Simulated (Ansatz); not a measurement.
Calculated with Ansatz (gas phase, PBE0-D4/def2-TZVP geometries, no zero-point term in ΔE). CBS: MP2 limit from def2 TZ/QZ plus the TZ coupled-cluster correction, frozen cores. This one scheme is used for every species. DFT in def2-TZVPP. B3LYP here is the variant with VWN-RPA as its local correlation; programs differ in this. HSE06 is defined as in plane-wave codes. One conformer a species, not always the lowest.

`C[SiH2]C=O` → `C=O` + `C[SiH]`  (silylene formation by 1,1-elimination)

`C[SiH2]C=O`:

Cartesian coordinates in Å:
```
C -1.028 -1.011 0.090
Si -0.233 0.666 0.208
C 1.605 0.550 -0.355
O 2.100 -0.489 -0.715
H -0.498 -1.726 0.721
H -0.989 -1.377 -0.938
H -2.072 -0.975 0.406
H -0.226 1.206 1.597
H -0.890 1.680 -0.665
H 2.231 1.476 -0.348
```

`C=O`:

```xyz
4

C    -0.002   -0.004   -0.001
O     0.519    1.023    0.319
H     0.581   -0.861   -0.396
H    -1.097   -0.158    0.078
```

`C[SiH]`:

Cartesian coordinates in Å:
```
C -0.417 -0.137 -0.295
Si 0.731 -0.509 1.163
H -0.875 0.852 -0.162
H -1.205 -0.878 -0.435
H 0.174 -0.065 -1.218
H 1.593 0.738 0.948
```

| level | ΔE (eV) | difference from CCSD(T)/CBS |
| --- | --- | --- |
| LDA (SPW92) | 2.60 | 0.33 |
| PBE-D4 | 2.33 | 0.06 |
| r2SCAN-D4 | 2.49 | 0.22 |
| B2PLYP | 2.23 | -0.04 |
| PBE | 2.26 | -0.01 |
| B3LYP | 2.14 | -0.13 |
| HSE06 | 2.33 | 0.06 |
| MP2/def2-TZVPP | 2.37 | 0.10 |
| SCS-MP2/def2-QZVPP | 2.31 | 0.04 |
| HF/CBS(def2) | 2.09 | -0.18 |
| CCSD(T)/CBS | 2.27 | 0 |

Largest T1 diagnostic among the species: 0.015.

Leaving LDA and LC-ωPBE aside and taking each functional with its dispersion term where it has one, the values, not all of them listed here, spread over 0.33 eV, from BLYP-D4 to r2SCAN-D4. LDA lies +0.34 eV from PBE without D4. From PBE to PBE0 (25 % exact exchange), in def2-TZVPP and without D4, ΔE moves by +0.07 eV.
